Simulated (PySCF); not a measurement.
# One molecule, several mistakes: B2CH6N

Calculated results; nothing here was measured. They come from PySCF 2.14.0, an open-source quantum chemistry program, on an isolated molecule that a program drew, which may never have been made. The molecule is B2CH6N (charge 0, doublet), drawn as the SMILES string `BN(B)[CH2]`.

Each row is a Hartree-Fock (HF) and frozen-core CCSD(T) single point in the cc-pVDZ basis, meant for a local HF minimum. Run 1 is clean. Each other run has one planted mistake out of seven kinds, and not every kind appears here: one electron removed, one electron added, multiplicity raised by two, geometry at a saddle point, minimal basis STO-3G, one bond length entered in bohr, all coordinates scaled. The reference is restricted for singlets and unrestricted otherwise, and also for a bond in bohr. Adding or removing an electron swaps singlet and doublet. Electrons count all cores. HOMO and LUMO are orbital energies over both spins, the gradient is its largest component, and the lowest frequency (negative if imaginary) is given only where the gradient is small. Bond lengths are over the 9 bonds as drawn. T1 is the CCSD diagnostic: over 0.02 (restricted) or 0.045 (unrestricted) a single reference is doubtful.

Geometry of the clean run:
```xyz
10
B2CH6N, angstrom
B    -2.0482    0.6316    1.3314
N    -1.0782    0.3458    0.3204
B    -0.7303   -1.0060    0.0095
C    -0.4729    1.4049   -0.3883
H    -2.5691   -0.2691    1.9182
H    -2.3214    1.7737    1.5753
H    -1.2568   -1.8999    0.6018
H     0.0877   -1.2199   -0.8412
H     0.3394    1.1747   -1.0594
H    -0.6587    2.4148   -0.0584
```

| run | electrons | basis functions | <S^2> | HOMO (eV) | LUMO (eV) | gradient (hartree/bohr) | lowest frequency (cm^-1) | mean bond (Å) | longest bond (Å) | T1 | HF (hartree) | CCSD(T) (hartree) | mistake |
|---|---|---|---|---|---|---|---|---|---|---|---|---|---|
| 1 | 29 | 86 | 0.764 | -8.74 | 2.34 | 1.3e-05 | 272 | 1.2462 | 1.430 | 0.0145 | -145.18809 | -145.70550 | no fault |
| 2 | 29 | 86 | 0.767 | -8.94 | 2.18 | 4.6e-02 | - | 1.3359 | 1.533 | 0.0170 | -145.14672 | -145.67779 | all coordinates scaled |
| 3 | 28 | 86 | 0.000 | -18.05 | -5.74 | 1.0e-01 | - | 1.2462 | 1.430 | 0.0175 | -144.92051 | -145.42310 | one electron removed |
| 4 | 30 | 86 | 0.000 | 0.47 | 7.30 | 1.6e-02 | - | 1.2462 | 1.430 | 0.0263 | -145.10952 | -145.68347 | ? |
| 5 | 29 | 86 | 1.386 | -8.97 | 1.87 | 2.6e-02 | - | 1.3648 | 2.266 | 0.0598 | -145.06570 | -145.58505 | ? |

**Which mistake was planted in run 4, and what did it cost?**

It counts 30 electrons, one more than the clean run, at the same geometry and basis. So the mistake is: one electron added. Subtracting run 1 and multiplying by 627.51 kcal/mol a hartree, the energy moved by 49.3 kcal/mol in HF and 13.8 kcal/mol in CCSD(T).

**Which mistake was planted in run 5, and what did it cost?**

The mean bond changes by a factor of 1.095 and the longest by 1.585, so the molecule wasn't scaled as a whole. A length L in bohr read as angstrom grows by (1/0.5292 - 1) L = 0.890 L. The 9 bonds together grew by 9 x 0.1186 = 1.067 Å, which gives L = 1.200 Å. That is the length of one of the B-H bonds, 1.199 Å in the clean geometry. So the mistake is: one bond length entered in bohr. Subtracting run 1 and multiplying by 627.51 kcal/mol a hartree, the energy moved by 76.8 kcal/mol in HF and 75.6 kcal/mol in CCSD(T).

Cautions from the logs. Run 4: T1 is over the limit, so its CCSD(T) energy is less reliable and the HOMO is above zero, so the electron isn't bound and the energy depends on the basis; run 5: T1 is over the limit, so its CCSD(T) energy is less reliable.
